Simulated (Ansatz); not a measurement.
`[AlH2][NH][SiH3]` + `C[Si](C)(O)Cl` → `C[Si](O)([SiH3])Cl` + `C[NH][AlH2]`  (redistribution)

Gas-phase electronic energies from Ansatz, PBE0-D4/def2-TZVP geometries. CCSD(T)/CBS is the MP2 limit (def2-TZVPP, def2-QZVPP) plus CCSD(T) − MP2 in def2-TZVPP, frozen cores. DFT in def2-TZVPP. B3LYP here is the variant with VWN-RPA as its local correlation; programs differ in this. One conformer a species, not always the lowest.

| level | ΔE (kJ/mol) |
| --- | --- |
| PBE-D4 | 129.8 |
| B3LYP-D4 | 146.3 |
| BHLYP-D4 | 156.3 |
| ωB97M-V | 159.2 |
| BLYP | 137.7 |
| CAM-B3LYP | 152.5 |
| CCSD/def2-TZVPP | 156.2 |
| CCSD/CBS(def2) | 157.7 |

**Question.** What does CCSD(T)/CBS give? (Estimate.)

**Answer.** Ansatz gave: +156.0 kJ/mol. The listed levels differ from it by -26.2, -9.7, 0.3, 3.2, -18.3, -3.5, 0.2, 1.7 kJ/mol.

**Question.** What do rigid-rotor, harmonic-oscillator terms from PBE0-D4/def2-TZVP frequencies (298.15 K, 1 bar) make of the CCSD(T)/CBS value? (Best estimate.)

**Answer.** Ansatz gave: ΔZPE = +2.8 kJ/mol, ΔH = +159.5 kJ/mol, ΔS = 4 J/(mol·K), ΔG = +158.2 kJ/mol.

Largest T1 diagnostic among the species: 0.012.

From PBE to PBE0 (25 % exact exchange), in def2-TZVPP and without D4, ΔE moves by +10.1 kJ/mol. At CCSD(T), def2-SVP lies −19.8 kJ/mol from the extrapolated value and def2-TZVPP −1.5 kJ/mol.
